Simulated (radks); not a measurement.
The numbers below are computed, except where a source is named.
Ionisation of neutral magnesium, [Ne] 3s2, to Mg+, [Ne] 3s1, under several functionals. Scalar-relativistic Kohn-Sham, spin-polarised, spherical densities, finite nucleus; open shells are filled with parallel spins first; a radial shooting solver on a logarithmic mesh with Libxc functionals.

functional                                      E(Mg) (hartree)  Exc (hartree)  IE (eV)  -e(HOMO) (eV)  <r> HOMO (bohr)  IE error (eV)
HCTH/407                                             -200.41109      -16.49496    8.114          4.746            3.193         +0.468
exchange-only LDA                                    -198.56924      -14.56242    6.497          3.874            3.215         -1.150
OLYP                                                 -200.40380      -16.48241    7.544          4.495            3.191         -0.102
r2SCAN                                               -200.37071      -16.44160    7.380          4.818            3.177         -0.267
LDA (Slater exchange, Perdew-Wang correlation)       -199.45615      -15.47850    7.737          4.782            3.132         +0.091
LDA (Slater exchange, VWN5 correlation)              -199.46027      -15.48283    7.733          4.781            3.131         +0.086

NIST Atomic Spectra Database: 7.646 eV (measured). Closest: LDA (Slater exchange, VWN5 correlation). The Delta-SCF values span 1.62 eV, the total energies 1.84 hartree. The highest occupied level is 3s.
